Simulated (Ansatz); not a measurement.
Consider the formal exchange of groups at a Te–B bond: `ClB[TeH]` + `C[CH2][AlH2]` → `C[CH2][AlH][TeH]` + `BCl`.

Isolated molecules relaxed with PBE0-D4/def2-TZVP in Ansatz; ΔE leaves out vibrations. CBS: MP2 limit from def2 TZ/QZ plus the TZ coupled-cluster correction, frozen cores. This one scheme is used for every species. Functionals use def2-TZVPP. def2 core potentials past Kr. For Te outer-core shells are correlated without core-valence functions, which leaves a few kJ/mol of doubt a bond. Each species was taken in one conformer, which may not be the lowest.

`ClB[TeH]`:

Z-matrix (Å, degrees):
```
B
Cl 1 1.738
Te 1 2.120 2 124.0
H 1 1.190 2 119.1 3 -180.0
H 3 1.658 1 95.2 2 0.0
```

`C[CH2][AlH2]`:

Z-matrix (Å, degrees):
```
C
C 1 1.528
H 1 1.093 2 111.7
H 1 1.094 2 112.2 3 120.4
H 1 1.093 2 111.7 3 -119.2
Al 2 1.958 1 116.9 3 59.6
H 2 1.099 1 110.4 3 -177.4
H 2 1.099 1 110.4 3 -63.2
H 6 1.592 2 121.0 1 -0.5
H 6 1.592 2 119.8 1 179.5
```

`C[CH2][AlH][TeH]`:

```xyz
11

C     0.311   -0.106   -1.312
C     0.952   -0.277    0.061
Al   -0.159    0.065    1.635
Te   -2.582    0.769    1.422
H    -0.054    0.914   -1.462
H     1.015   -0.320   -2.122
H    -0.545   -0.773   -1.443
H     1.348   -1.295    0.176
H     1.833    0.372    0.157
H     0.373   -0.075    3.123
H    -2.491    0.725   -0.234
```

`BCl`:

```xyz
4

B    -0.054    0.132   -0.056
Cl    0.554   -1.364    0.576
H     0.188    1.132    0.542
H    -0.689    0.099   -1.062
```

Problem. Is it downhill or uphill in electronic energy at CCSD(T)/CBS, and by how much? (An estimate is asked.)

Solution. Computed: Downhill: ΔE = -72.3 kJ/mol.

Problem. What do these levels give: r2SCAN-D4, PBE0, SCS-MP2/def2-TZVPP, CCSD/def2-TZVPP, HF/CBS(def2), CCSD/CBS(def2)? (An estimate is asked.)

Solution. The calculation gave: r2SCAN-D4 -68.1, PBE0 -68.4, SCS-MP2/def2-TZVPP -71.3, CCSD/def2-TZVPP -72.4, HF/CBS(def2) -83.1, CCSD/CBS(def2) -74.5 kJ/mol.

Largest T1 diagnostic among the species: 0.014.

From PBE to PBE0 (25 % exact exchange), in def2-TZVPP and without D4, ΔE moves by −6.6 kJ/mol. In def2-TZVPP, CCSD(T) changes the Hartree–Fock value by +13.6 kJ/mol (the triples alone add +2.3 kJ/mol) and MP2 by +12.1 kJ/mol.
